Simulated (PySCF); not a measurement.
Precursor series Cd NH2-H. All species are isolated molecules in the gas phase. One relaxed conformer stands for each flexible species; it need not be the lowest.

These are PBE-D3(BJ)/def2-TZVP // r2SCAN-D4/def2-SVP in PySCF 2.14.0 values and carry that method's errors. All candidates: neutral, multiplicity 1. 

| Item | Value |
|---|---|
| HOMO | -5.37 eV |
| HOMO–LUMO gap | 3.96 eV |
| LUMO | -1.41 eV |

Q: Identify which member has these values.
A. [Cd(H)2]
B. [Cd(NH2)(H)]
C. [Cd(NH2)2]

A: C, [Cd(NH2)2]. The others give [Cd(NH2)(H)]: -5.31 eV, 4.21 eV, -1.09 eV; [Cd(H)2]: -6.69 eV, 5.30 eV, -1.38 eV
